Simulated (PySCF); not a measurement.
## How methods differ on the ionisation energy of Kr

Kr [Kr] (1S) → Kr⁺ [Ar] 3d10 4s2 4p5 (2P), as a difference of total energies. All numbers are calculated (PySCF 2.14, a scalar-relativistic core potential, in aug-cc-pVQZ-PP with ECP10MDF). Correlated levels: valence: 3s2 3p6 3d10 frozen. The calculations carry no spin-orbit coupling.

| method | ionisation energy (eV) |
| --- | --- |
| UHF | 13.038 |
| MP2 (valence) | 14.139 |
| SCS-MP2 (valence) | 14.070 |
| CCSD (valence) | 14.034 |
| CCSD(T) (valence) | 14.089 |

Problem. How much does correlation contribute at CCSD(T) (valence)?

Solution. 14.089 − (13.038) = 1.051 eV, measured against UHF.

Errors of the correlated levels include the incompleteness of this basis and the frozen core.

For comparison: 14.222 eV (measured; NIST levels, between the centres of gravity of the two terms).
